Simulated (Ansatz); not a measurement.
Consider the isomerisation: `BC(C)F` → `CB(C)F`.

Calculated with Ansatz (gas phase, PBE0-D4/def2-TZVP geometries, no zero-point term in ΔE). CBS: MP2 limit from def2 TZ/QZ plus the TZ coupled-cluster correction, frozen cores.

`BC(C)F`:

Cartesian coordinates in Å:
```
B 0.300 -1.374 -0.364
C 0.185 -0.111 0.535
C -0.356 1.112 -0.192
F -0.585 -0.320 1.683
H -0.251 -2.395 -0.085
H 0.975 -1.298 -1.349
H 1.205 0.124 0.886
H -0.400 1.962 0.492
H -1.363 0.929 -0.573
H 0.290 1.372 -1.033
```

`CB(C)F`:

Z-matrix (Å, degrees):
```
C
B 1 1.563
H 1 1.092 2 112.8
H 1 1.098 2 107.8 3 -116.8
H 1 1.092 2 113.1 3 125.1
C 2 1.563 1 125.0 3 30.8
F 2 1.337 1 117.5 3 -149.2
H 6 1.092 2 112.9 1 28.4
H 6 1.098 2 107.8 1 -88.7
H 6 1.092 2 112.9 1 153.5
```

```csv
species,HF/CBS(def2) energy (Eh)
`BC(C)F`,-203.41813
`CB(C)F`,-203.52859
```

**Question.** Work out ΔE.

**Answer.** ΔE = (-203.52859) − (-203.41813) = -0.11046 Eh = -3.01 eV. CCSD(T)/CBS gives -3.11 eV.

Largest T1 diagnostic among the species: 0.011.

Leaving LDA and LC-ωPBE aside and taking each functional with its dispersion term where it has one, the values, not all of them listed here, spread over 0.20 eV, from B97M-V to revPBE-D4. LDA lies −0.09 eV from PBE without D4. From BLYP to BHLYP (50 % exact exchange), in def2-TZVPP and without D4, ΔE moves by −0.05 eV.
